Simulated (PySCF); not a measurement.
Compound: C₃H₇BF₃N.
Numbering: `[CH2:1]=[C:2]([B@H-:3]([NH3+:4])[F:5])[CH:6]([F:7])[F:8]` (hydrogens: H9, H10 on C1; H11 on B3; H12, H13, H14 on N4; H15 on C6)

Torsions of this conformer, `[CH2:1]=[C:2]([B@H-:3]([NH3+:4])[F:5])[CH:6]([F:7])[F:8]`: C1–C2–B3–N4 145°, C1–C2–C6–F7 139°.

The closed-shell ground state was solved at several levels (PySCF, density fitting, gas phase, non-relativistic). Isolated species at its GFN2-xTB geometry (one conformer only).

```
            level  basis functions  total energy (Eh)  HOMO (eV)  LUMO (eV)  gap (eV)  dipole (D)
    PBE0/pcSseg-1              171          -497.1590      -7.52      -0.13      7.39        3.12
wB97X-D/def2-SVPD              225          -497.2371      -9.46       1.42     10.88        2.98
```

**Question.** Estimate the row for B3LYP/pcJ-1, a basis of 286 functions; the other rows only guide the guess.

**Answer.** Total energy -497.7505 Eh, HOMO -7.29 eV, LUMO -0.36 eV, gap 6.93 eV, dipole 3.10 D.

**Question.** Over all these levels, which gives the widest orbital gap and which the narrowest?

**Answer.** wB97X-D/def2-SVPD (range-separated hybrid) has the widest, 10.88 eV, and B3LYP/pcJ-1 (global hybrid, 20 % exact exchange) the narrowest, 6.93 eV. Functional and basis both differ between the two, so the spread mixes both effects.

**Question.** How far do the dipole and the HOMO energy spread over the levels?

**Answer.** The dipole runs from 2.98 to 3.12 D (mean 3.07 D) and the HOMO from -9.46 to -7.29 eV.

Note: wB97X-D ran without an empirical dispersion term, which enters the total energy and its gradient alone.
